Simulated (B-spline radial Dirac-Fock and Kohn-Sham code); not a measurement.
# Cross section and asymmetry of the 3d3/2 subshell of Ti³⁺

System: Ti³⁺, configuration 1s2 2s2 2p6 3s2 3p6 3d1. The computed 3d3/2 threshold is 42.24 eV; without correlation, outer thresholds are uncertain by 1 to 2 eV. With an open shell the threshold is an average over the terms of the final ion.

Input of the calculation (task.json; shells as n, l, electrons):

```json
{"items": [{
  "Z": 22,
  "q": 3,
  "cfg": [[1, 0, 2], [2, 0, 2], [2, 1, 6], [3, 0, 2], [3, 1, 6], [3, 2, 1]],
  "A": 48,
  "rrms": 3.5921,
  "do": ["binding", "quiet", "photo", "scan"],
  "hv": [60, 68.1, 80, 130.0, 294.0, 400, 457.0, 600, 1290.0, 2740.0, 6000, 17479.3, 22500.0, 40000, 100000, 129000.0]
}]}
```

Launch: `python xray_run.py task.json out`

Model: Dirac-Hartree-Slater photoionisation with all multipoles and Dirac-Fock thresholds. Program: a radial B-spline solver. Interchannel coupling and autoionising resonances are not included, so magnitudes near threshold are approximate.

Task: How do σ and β run from threshold to 400 eV kinetic energy?

Result: The cross section shows no minimum in this range. It is largest at the lowest energy, 0.879 Mb. β ranges from 0.23 (at 1.5 eV) to 1.28.

```tsv
kinetic energy (eV)	σ (Mb)	β
1.5	0.879	0.23
2.3	0.870	0.25
3.7	0.855	0.29
5.7	0.830	0.35
9.0	0.789	0.43
14.0	0.723	0.55
21.9	0.621	0.69
34.2	0.477	0.86
53.5	0.306	1.02
83.7	0.155	1.17
130.9	0.0619	1.26
204.6	0.0212	1.27
319.9	0.00666	1.21
```
